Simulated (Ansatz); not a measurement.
Calculated with Ansatz (gas phase, PBE0-D4/def2-TZVP geometries, no zero-point term in ΔE). CCSD(T)/CBS adds triple-zeta CCSD(T) − MP2 to the extrapolated MP2 energy (def2 sets, frozen cores). This one scheme is used for every species. Functionals use def2-TZVPP. B3LYP here is the variant with VWN-RPA as its local correlation; programs differ in this. Each species was taken in one conformer, which may not be the lowest.

`C=N[SiH](O)F` + `CCl` → `C=N[SiH](F)CCl` + H₂O  (formal exchange of groups at the Si–O bond)

CCSD(T)/CBS gives +115.3 kJ/mol.

Task: Another level gave +115.5 kJ/mol. Which?
A. PBE0-D4/def2-TZVPP
B. PBE0/def2-TZVPP
C. B3LYP/def2-TZVPP
D. r2SCAN/def2-TZVPP

Result: B. PBE0 115.5, r2SCAN 120.8, PBE0-D4 111.4, B3LYP 124.9 kJ/mol.

Largest T1 diagnostic among the species: 0.013.

From PBE to PBE0 (25 % exact exchange), in def2-TZVPP and without D4, ΔE moves by +4.3 kJ/mol. In def2-TZVPP, CCSD(T) changes the Hartree–Fock value by −22.0 kJ/mol (the triples alone add −3.0 kJ/mol) and MP2 by −21.7 kJ/mol. The D4 term adds −7.0 kJ/mol with B3LYP and −4.0 kJ/mol with PBE0; it sums over pairs of atoms, weighted by their polarisabilities, and B3LYP, whose exchange is more repulsive, gets the larger term.
